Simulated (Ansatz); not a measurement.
A structure relaxed at PBE0-D4/def2-TZVP, charge 0, multiplicity 1:

```tsv
atom	x (Å)	y (Å)	z (Å)
Cl1	-1.365	-1.360	-0.989
Si2	-0.457	-0.042	0.269
Cl3	-1.846	1.279	0.959
Cl4	0.270	-1.117	1.837
Te5	1.278	1.310	-0.851
H6	2.121	-0.069	-1.225
```

(1) Give its formula and SMILES.

(2) Point group (tolerance 0.08 Å, 0.16 Å for H)?

(3) Summarise the bond lengths by kind.

## Answers

(1) Cl3HSiTe, `Cl[Si](Cl)(Cl)[TeH]`.

(2) Cs.

(3) 3 × Cl–Si 2.036 to 2.037 Å; 1 × Si–Te 2.468 Å; 1 × H–Te 1.659 Å.

Program: Ansatz 0.2.0.
